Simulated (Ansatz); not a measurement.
A nudged elastic band was laid between two geometries of C2H7BO (11 atoms, charge 0, multiplicity 1).

Method: RKS revPBE-D4/6-31G* (Ansatz).

```yaml
movable_images: 5
climbing_image: yes
spring: 5.0 eV/Å²
optimiser: quadratic models (default)
start_path: through a guess of the saddle point
force_threshold: 0.05 eV/Å
iteration_limit: 60
end_points: relaxed
```

Initial state:

```xyz
11
Properties=species:S:1:pos:R:3
B -0.363 1.827 0.640
O 0.442 0.734 0.679
C -0.078 -0.590 0.414
C 0.490 -1.111 -0.904
H -1.549 1.717 0.404
H 0.172 2.889 0.852
H 0.240 -1.227 1.258
H -1.183 -0.562 0.391
H 0.149 -0.486 -1.748
H 1.592 -1.098 -0.884
H 0.154 -2.148 -1.081
```

Final state:

```xyz
11
Properties=species:S:1:pos:R:3
B -0.533 1.804 0.578
O 0.434 0.852 0.529
C 0.098 -0.554 0.460
C 0.486 -1.109 -0.908
H -1.707 1.497 0.592
H -0.151 2.949 0.608
H 0.669 -1.053 1.263
H -0.981 -0.692 0.658
H 1.556 -0.933 -1.108
H 0.296 -2.195 -0.946
H -0.102 -0.623 -1.705
```

(1) What changes between the two ends?

(2) Give the energies along the band, and the barrier.

(3) What is the geometry of the highest image?

(4) What are the harmonic wavenumbers there?

Results:

(1) No bond is made or broken. The dihedral O2–C3–C4–H9 goes from -64 to 56°. The two ends are copies of one structure, up to a mirror image or an exchange of like atoms.

(2) It converged. The highest image is number 3 of 0 to 6, 14.3 kJ/mol above the ends, which have the same energy within 2 meV. A vibrational analysis at the climbing image gives one clearly imaginary mode, 251i cm⁻¹: a first-order saddle point.

```csv
image,path coordinate (Å),energy (kJ/mol),dihedral O2–C3–C4–H9 (°)
0,0.00,0.0,-64
1,0.59,2.9,-47
2,1.18,10.3,-26
3,1.78,14.3,-3
4,2.35,10.4,18
5,2.93,3.2,39
6,3.51,0.0,56
```

(3) 
```xyz
11
Properties=species:S:1:pos:R:3:forces:R:3
B -0.534 1.840 0.612 0.00 -0.01 0.00
O 0.411 0.890 0.398 0.01 0.00 0.01
C 0.086 -0.522 0.421 0.01 0.00 0.00
C 0.492 -1.179 -0.915 -0.01 0.01 0.00
H -1.688 1.533 0.836 0.00 -0.01 -0.01
H -0.153 2.984 0.563 0.00 0.01 0.00
H 0.647 -0.956 1.267 0.00 0.01 -0.01
H -0.992 -0.644 0.627 -0.01 -0.01 0.00
H 0.879 -0.405 -1.598 0.00 0.00 0.00
H 1.284 -1.934 -0.781 0.00 -0.01 0.00
H -0.366 -1.666 -1.407 0.00 0.00 0.01
```

(4) 251i, 81, 334, 401, 499, 830, 853, 994, 1007, 1015, 1069, 1148, 1192, 1262, 1343, 1382, 1415, 1479, 1484, 1504, 2510, 2616, 2984, 3003, 3031, 3078, 3084 cm⁻¹.

The run took 2.5 min on 1 thread of Arm Neoverse V2, on a shared host, peak memory 0.11 GiB.
